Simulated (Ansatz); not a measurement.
`N[SiH2]OCO` + `C=N` → `C=N[SiH2]N` + `OCO`  (ligand exchange at the Si–O bond)

Calculated with Ansatz (gas phase, PBE0-D4/def2-TZVP geometries, no zero-point term in ΔE). CBS: MP2 limit from def2 TZ/QZ plus the TZ coupled-cluster correction, frozen cores. This one scheme is used for every species. Functionals use def2-TZVPP. B3LYP here is the variant with VWN-RPA as its local correlation; programs differ in this. One conformer a species, not always the lowest.

Question: Is it downhill or uphill in electronic energy at CCSD(T)/CBS, and by how much? (An estimate is asked.)

Answer: The calculation gave: Uphill: ΔE = +13.5 kcal/mol.

Question: What do these levels give: r2SCAN-D4, B3LYP-D4, ωB97X-V, B2PLYP, PBE, PBE0, SCS-MP2/def2-TZVPP, CCSD/def2-TZVPP, CCSD(T)/def2-TZVPP, HF/def2-QZVPP, HF/CBS(def2), MP2/CBS(def2)? (Estimate.)

Answer: Computed: r2SCAN-D4 13.0, B3LYP-D4 13.1, ωB97X-V 13.4, B2PLYP 13.2, PBE 11.4, PBE0 11.9, SCS-MP2/def2-TZVPP 13.7, CCSD/def2-TZVPP 14.0, CCSD(T)/def2-TZVPP 13.8, HF/def2-QZVPP 14.3, HF/CBS(def2) 14.3, MP2/CBS(def2) 12.9 kcal/mol.

Largest T1 diagnostic among the species: 0.012.
